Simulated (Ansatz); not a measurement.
# Relaxing a trial structure of BNSiZn

The starting geometry of this gas-phase singlet was optimised with GFN2-xTB.

| atom | x (Å) | y (Å) | z (Å) |
| --- | --- | --- | --- |
| B | 0.3438 | -0.1441 | -1.2452 |
| N | 0.4547 | 0.3267 | -0.0076 |
| Si | 0.1667 | 1.2030 | 1.3451 |
| Zn | 1.8889 | -1.5063 | -1.3555 |

**Question.** Predict what it relaxes into with PBE0-D3(BJ)/pcseg-1.

**Answer.** It keeps its links, though one stretches towards breaking. Distances that change by over a tenth: B1–Zn4 (2.06 → 2.32 Å).

The energy falls by 0.28 eV over 9 steps:

```csv
step,E − E(last) (eV)
1,0.284
2,0.109
3,0.005
4,0.002
5,0.001
6,0.000
7,0.000
8,0.000
9,0.000
```

Final geometry (Å):

```tsv
atom	x (Å)	y (Å)	z (Å)
B	0.3999	-0.1449	-1.1396
N	0.3702	0.4459	0.0848
Si	0.0635	1.3127	1.3988
Zn	2.0205	-1.7345	-1.6071
```

Frequencies at the end are all real (lowest 80 cm⁻¹). Run with Ansatz 0.2.0, 23 s on 1 thread of Arm Neoverse V2, with other jobs on the host.
